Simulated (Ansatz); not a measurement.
GeBr2, SMILES [Br][Ge][Br] (connectivity only; charge and spin as stated), neutral, multiplicity 1.

Coordinates come from a PBE0-D3(BJ)/def2-SVP optimisation. The isomer is the one that the SMILES or the coordinates give; other isomers of the formula were not compared.

Two levels are set side by side: PBE/def2-SVPD (Ansatz, a quantum-chemistry and plane-wave program) and CAM-B3LYP/def2-SVPD (Ansatz). Energy differences of separate SCF runs at the same geometry; the states with an electron removed or added have multiplicity 2 and 2. Differences are taken from unrounded values.

| quantity | PBE |
|---|---|
| vertical ionisation energy (eV) | 9.69 |
| vertical electron affinity (eV) | 1.33 |
| vertical singlet–triplet gap (eV) | 2.55 |

Question: These are the PBE values. What does CAM-B3LYP give? (Estimate from the structure and the level; the computed values follow.)

Answer: 
| quantity | CAM-B3LYP | PBE minus CAM-B3LYP |
|---|---|---|
| vertical ionisation energy (eV) | 10.04 | -0.35 |
| vertical electron affinity (eV) | 1.54 | -0.21 |
| vertical singlet–triplet gap (eV) | 2.60 | -0.05 |
